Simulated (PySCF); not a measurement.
Computed structure and properties of [TaH4]+

System: [TaH4]+ (singlet; a saddle point, relaxed within its symmetry); start: displaced along the imaginary mode (Cs). Method: PySCF 2.14.0, RKS PBE0, Ta def2-SVP with ECP60, H def2-SVP; non-relativistic Hamiltonian with scalar-relativistic core potentials where named; density fitting; no spin-orbit coupling.

Input of the relaxation:

```python
mol = gto.M(atom='''
Ta    -0.00003    -0.00017     0.00000
H      1.88848    -0.23064     0.00000
H     -0.04548     2.08583    -0.00000
H     -1.79152    -0.23064     0.00000
H     -0.04548    -1.59417     0.00000''',
    basis={'Ta': 'def2-SVP', 'H': 'def2-SVP'},
    ecp={'Ta': 'def2-SVP'},
    charge=1, spin=0)
mf = dft.RKS(mol, xc='PBE0')
mf.grids.atom_grid = (50, 194)
mf = mf.density_fit()  # fitting sets: Ta def2-universal-JKFIT, H def2-universal-JKFIT
mf.conv_tol = 1e-08; mf.max_cycle = 55
mf.kernel(dm0)  # dm0: converged density of the start geometry
# quasi-Newton relaxation in Cartesian coordinates to a largest gradient under 0.00045 Eh/bohr, steps kept in the point group
```

Run from Python with OMP_NUM_THREADS=2; the lines above give its settings. Where DIIS fails, smearing, a level shift and second-order steps follow.
It took 35 s on 2 threads of Arm Neoverse N1, with other jobs on the host, from the converged density of the start.

Course of the relaxation:

| step | energy above end (eV) | largest force component within the symmetry (eV/Å) |
| --- | --- | --- |
| 0 | 3.5849 | 6.971 |
| 1 | 2.5439 | 3.897 |
| 2 | 1.6723 | 1.556 |
| 3 | 1.4392 | 1.136 |
| 4 | 1.3238 | 0.804 |
| 5 | 1.2889 | 0.518 |
| 6 | 1.2693 | 0.157 |
| 7 | 1.2613 | 0.271 |
| 24 | 0.0022 | 0.081 |
| 25 | 0.0008 | 0.041 |
| 26 | 0.0003 | 0.021 |
| 27 | 0.0002 | 0.022 |
| 28 | 0.0001 | 0.015 |
| 29 | 0.0000 | 0.012 |
(The steps between are left out.)

Relaxed geometry (Cs):

```xyz
5

Ta    0.1303    0.8102    0.0000
H     1.2381   -1.3701    0.0000
H    -0.6200    2.3673    0.0000
H    -1.2189   -0.2545    0.0000
H     0.4764   -1.5227    0.0000
```

| contact | Å |
| --- | --- |
| Ta1–H2 (H) | 2.446 |
| Ta1–H3 (H) | 1.728 |
| Ta1–H4 (H) | 1.719 |
| Ta1–H5 (H) | 2.358 |

Short contacts between ligands at the end: H2···H5 0.78 Å.

On relaxing from the template, bonds within or between ligands changed, so the formula names the start rather than the bonding at the end.

On the finer grid (75, 302):

| Quantity | Value |
| --- | --- |
| HOMO | -12.25 eV |
| LUMO | -9.95 eV |
| Dipole about the centre of mass | 2.73 D |
| Set of Mulliken populations of Ta1 outside the core potential | s 3.25, p 6.10, d 2.67, f 0.02 |
| D3(BJ) dispersion energy (not in the energies) | -0.049 eV |

| atom | Mulliken (e) | Löwdin (e) | spin (e) |
| --- | --- | --- | --- |
| Ta1 | 0.97 | 0.91 | 0.00 |
| H2 | 0.10 | 0.10 | 0.00 |
| H3 | -0.09 | -0.08 | 0.00 |
| H4 | -0.07 | -0.03 | 0.00 |
| H5 | 0.09 | 0.10 | 0.00 |

Another spin state tried lies lower.

On the grid (50, 194), as all that follows. Harmonic modes: 1 unstable, so a saddle point once the symmetry is let go (counted below −25 cm⁻¹); lowest -405 cm⁻¹ (negative: unstable), highest 4117 cm⁻¹, zero-point energy 0.663 eV.

Taking off one H (charge -1, singlet; the rest: singlet) in vacuum, both parts rigid, costs 20.15 eV; the small basis without counterpoise inflates it. Most of it is the attraction of opposite charges; other ways to part are cheaper, and one spin state was tried for the rest.

Rigid scan of H along the line from its metal, all other atoms held (where the atom bridges, its other bond changes as well):

```json
{"distance to H2 (Å)": "2.15", "energy (eV)": "0.102"}
{"distance to H2 (Å)": "2.25", "energy (eV)": "0.051"}
{"distance to H2 (Å)": "2.35", "energy (eV)": "0.016"}
{"distance to H2 (Å)": "2.45", "energy (eV)": "0.000"}
{"distance to H2 (Å)": "2.55", "energy (eV)": "0.023"}
{"distance to H2 (Å)": "2.65", "energy (eV)": "0.102"}
{"distance to H2 (Å)": "2.85", "energy (eV)": "0.466"}
{"distance to H2 (Å)": "3.15", "energy (eV)": "1.410"}
{"distance to H2 (Å)": "3.55", "energy (eV)": "2.871"}
{"distance to H2 (Å)": "4.05", "energy (eV)": "4.358"}
```

One start shape was tried, so this needn't be the lowest isomer.
